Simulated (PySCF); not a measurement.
**How methods differ on the ionisation energy of Ge²¹⁺**

Ge²¹⁺ [Ne] 3s1 (2S) → Ge²²⁺ [Ne] (1S), as a difference of total energies. Calculation: PySCF 2.14, in an uncontracted even-tempered set (18 s from 2.1 bohr⁻², ratio 2.5; 11 p from 2.7 bohr⁻², ratio 2.5; 5 d from 10 bohr⁻², ratio 2.7; 4 f from 16 bohr⁻², ratio 2.7); the spin-free X2C one-electron Hamiltonian (Gaussian nucleus). Correlated levels: outer shells: 1s2 frozen; virtual orbitals above 40 to 60 times the deepest correlated orbital energy dropped. The calculations carry no spin-orbit coupling.

```
                method  ionisation energy (eV)
                   UHF                  879.72
    MP2 (outer shells)                  880.36
SCS-MP2 (outer shells)                  880.24
   CCSD (outer shells)                  880.36
CCSD(T) (outer shells)                  880.36
```

How much does correlation contribute at CCSD(T) (outer shells)?

880.36 − (879.72) = 0.64 eV, measured against UHF.

Breit and QED terms and the two-electron picture change are absent.

For comparison: 880.44 eV (semi-empirical (NIST evaluation); NIST Atomic Spectra Database, ionization energies).
